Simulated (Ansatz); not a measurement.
System: 2-bromofuran, C4H3BrO, charge 0, multiplicity 1. 
Structure (B3LYP-D3(BJ)/def2-TZVP (Ansatz, an electronic-structure program) minimum search):
SMILES: o1c(ccc1)Br
```xyz
9

Br     1.5034    -0.2805    -0.0023
C     -0.3076     0.1641    -0.0095
C     -0.9459     1.3561    -0.1091
C     -2.3436     1.0460    -0.0535
C     -2.4372    -0.2989     0.0743
O     -1.1885    -0.8581     0.1030
H     -0.4844     2.3223    -0.2085
H     -3.1634     1.7423    -0.1032
H     -3.2583    -0.9877     0.1545
```

Basis-set convergence of Hartree-Fock and CCSD correlation energies (hartree) with Ansatz. Valence correlation only, unless marked. Spin-orbit coupling is left out. Frozen are the shells of the preceding noble gas and the d and f shells that filled before the atom's block. No relativistic terms.

The Hartree-Fock reference is unstable (checked in the largest basis), which strains HF and MP2. 

```csv
basis,functions,E(HF),"E(corr, CCSD)"
cc-pVDZ,112,-2800.43894,-0.84940
cc-pVTZ,235,-2800.57986,-1.04388
cc-pVQZ,433,-2800.59805,-1.10892
```

Extrapolating the two largest sets (X = 3 and 4) as X^-3: E(corr) = (64·(-1.10892) - 27·(-1.04388))/37 = -1.1564 Eh, an estimate of the basis-set limit. The largest set recovers 95.9 % of it, the smallest 73.5 %.
